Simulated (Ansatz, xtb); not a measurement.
# Relative energy of two structures of CHISi

Structure X: a triplet given by its coordinates. Structure Y: a singlet given by its coordinates. Both are isolated molecules in the gas phase, relaxed with r2SCAN-D4/def2-SVP.

X (Å):

| atom | x (Å) | y (Å) | z (Å) |
| --- | --- | --- | --- |
| C | -0.0123 | 1.6054 | -0.7155 |
| I | 0.0219 | 2.7327 | -2.5181 |
| Si | 1.3232 | 0.4674 | -0.1641 |
| H | -0.9599 | 1.8409 | -0.2083 |

Close contacts (Å): C1–I2 2.13, C1–Si3 1.84, C1–H4 1.10.

Y (Å):

```xyz
4

C     0.0545    1.6580    0.1569
I    -0.1000    2.4143   -3.4698
Si    0.2425    1.1730   -1.4226
H     0.1305    1.3397    1.1996
```

Close contacts (Å): C1–Si3 1.66, I2–Si3 2.42, C1–H4 1.09.

Task: Estimate which is lower in electronic energy at CCSD(T)/def2-TZVPP, and by roughly how much.

Result: The CCSD(T)/def2-TZVPP calculation puts structure Y lower, by 21.9 kcal/mol.

How the difference moves with the method:

```
                       level            geometry  E(Y) − E(X) (kcal/mol)  departure from the last row (kcal/mol)  job, with rough time for the two
                   HF/STO-3G            GFN2-xTB                     +49.6                                   +71.5                single point, 11 s
r2SCAN-D4/def2-SVP//GFN2-xTB            GFN2-xTB                      −8.0                                   +13.9               single point, 7.7 s
          r2SCAN-D4/def2-SVP  r2SCAN-D4/def2-SVP                     −12.5                                    +9.4             optimisation, 1.7 min
               HF/def2-TZVPP  r2SCAN-D4/def2-SVP                     +10.2                                   +32.1           part of the CCSD(T) run
              MP2/def2-TZVPP  r2SCAN-D4/def2-SVP                     −21.7                                    +0.1           part of the CCSD(T) run
          CCSD(T)/def2-TZVPP  r2SCAN-D4/def2-SVP                     −21.9                                                     single point, 5.6 min
```

HF/STO-3G, HF/def2-TZVPP put the two in the other order. The largest departure from CCSD(T)/def2-TZVPP is that of HF/STO-3G, 71.5 kcal/mol. The triplet state of X needn't be its ground state.

With harmonic frequencies from r2SCAN-D4/def2-SVP (ideal gas, rigid rotor, one conformer each, 298.15 K, 1 atm): the zero-point term adds 0.0 kcal/mol; ΔH is −21.8 and ΔG −21.2 kcal/mol.

The T1 diagnostic of structure Y is large, so the coupled-cluster value is less sure. Open shells are spin-unrestricted. The correlated steps freeze 10 core orbitals; the filled d shell of I is correlated, in a basis made for valence electrons. Atoms past krypton carry core potentials in the def2 sets, other sets are all-electron and non-relativistic, and no spin–orbit term is included. ΔG holds the spin degeneracy. Codes used: Ansatz 0.2.0, xtb 6.7.1; the last row on 1 thread of Intel(R) Xeon(R) Processor @ 2.50GHz (Skylake/Cascade Lake) on a shared host.
